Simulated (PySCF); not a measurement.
**Electron correlation in Nb²⁺ (niobium, charge +2)**

[Kr] 4d3, high-spin 4F determinant. Calculation: PySCF 2.14, in def2-TZVPPD with the def2 core potential (28 electrons) (6s4p3d2f1g, 56 functions); a scalar-relativistic core potential. Frozen: nothing; 11 electrons correlated.

| level | correlation energy (mhartree) |
| --- | --- |
| CCSD | -254.22 |
| (T) | -5.09 |
| CCSD(T) | -259.31 |

Diagnostics: T1 = 0.0044, D1 = 0.0087, largest double amplitude 0.028.

Task: Is a single reference adequate?

Result: Yes, within this model without spin-orbit coupling: T1 lies below 0.03 and no double amplitude reaches 0.07.

The basis has no tight functions for the innermost shells, so their pair energies are far from complete.

This basis was not built for core-valence correlation, so the inner-shell part is incomplete.
